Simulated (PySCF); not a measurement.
Species: C4H9GeNSi.
Cartesian coordinates in Å at the PBE0-D3(BJ)/def2-SVP level; atoms count from 1:
```xyz
16
C4H9GeNSi angstrom
C      3.685    0.573    0.019
N      2.581   -0.077    0.665
C      1.560   -0.389   -0.021
Si     0.105   -1.255    0.814
C     -1.443   -0.386    0.336
C     -2.445    0.226   -0.011
Ge    -4.010    1.171   -0.537
H      3.535    0.747   -1.066
H      3.875    1.539    0.515
H      4.596   -0.030    0.164
H      1.510   -0.163   -1.113
H      0.012   -2.666    0.328
H      0.278   -1.233    2.291
H     -4.530    0.572   -1.852
H     -5.067    1.028    0.567
H     -3.649    2.650   -0.736
```

Linear response at CAM-B3LYP/def2-SVPD (PySCF, frozen core in the response, non-relativistic). The CAM-B3LYP/def2-SVPD calculation is non-relativistic and has no spin–orbit coupling, an omission that weighs most on germanium.

Static isotropic polarisability: 118.36 au (17.54 Å³), principal values 90.4, 103.8, 161.0 au.

Q: What is the polarisability at 1064 nm and at the sodium D line?

A: 119.83 au at 1064 nm (+1.2 %), 123.34 au at 589.3 nm (+4.2 %). The rise at 589.3 nm is 3.40 times that at 1064 nm; a pure ω² law gives 3.26. The lowest singlet lies at 280 nm, shorter than both wavelengths.

Q: What is the isotropic C6 coefficient between two such molecules, C6 = (3/π)∫α(iω)² dω?

A: 4670 au (Eh·bohr⁶) by a ten-point quadrature over imaginary frequencies, which is 2790 eV·Å⁶ or 269 J·nm⁶/mol.

Q: Which effective excitation energy ω̄ makes London's formula C6 = (3/4)α²ω̄ exact here?

A: ω̄ = 4·C6/(3α²) = 0.444 Eh = 12.1 eV. A one-pole form α(ω) = α/(1 − ω²/ω̄²) fitted to the 1064 nm value gives 10.5 eV.

Q: The lowest 6 singlets have (eV, f): 4.43, 0.004; 5.57, 0.000; 5.81, 0.007; 5.82, 0.004; 6.74, 0.191; 6.93, 0.068. What share of the static polarisability do they carry in the sum over states α = Σ f/ω²?

A: 4.55 au, 3.8 % of α; the largest term, 3.11 au, is that of the state at 6.74 eV. Their oscillator strengths add up to 0.27. Higher states carry the rest.

Q: How anisotropic is the static polarisability, by Δα² = ½[(α1 − α2)² + (α2 − α3)² + (α3 − α1)²]?

A: Δα = 64.9 au, or 0.55 of the isotropic value.

Q: How many electrons N does the Slater–Kirkwood formula C6 = (3/4)·√N·α^(3/2) need to give this C6?

A: N = (4·C6/3)²/α³ = 23.4; the species has 86 electrons in all.

Q: What molar refraction at the D line follows from R = (4π/3)·N_A·α′, with α′ the polarisability volume?

A: α′ = 18.28 Å³ gives R = 46.10 cm³/mol, for isolated, non-vibrating species.

Q: What n − 1 at the D line would an ideal gas of it have at 273.15 K and 1 atm (2.6868 × 10¹⁹ cm⁻³), by n − 1 = 2π·N·α′?

A: 30.85 × 10⁻⁴, a formal value whether or not that pressure can be reached.

Q: What three-body coefficient follows from the one-pole estimate C9 = (3/4)·α·C6?

A: 415000 au. This is an estimate from the two numbers above, not a computed integral.

One conformer stands for the species.
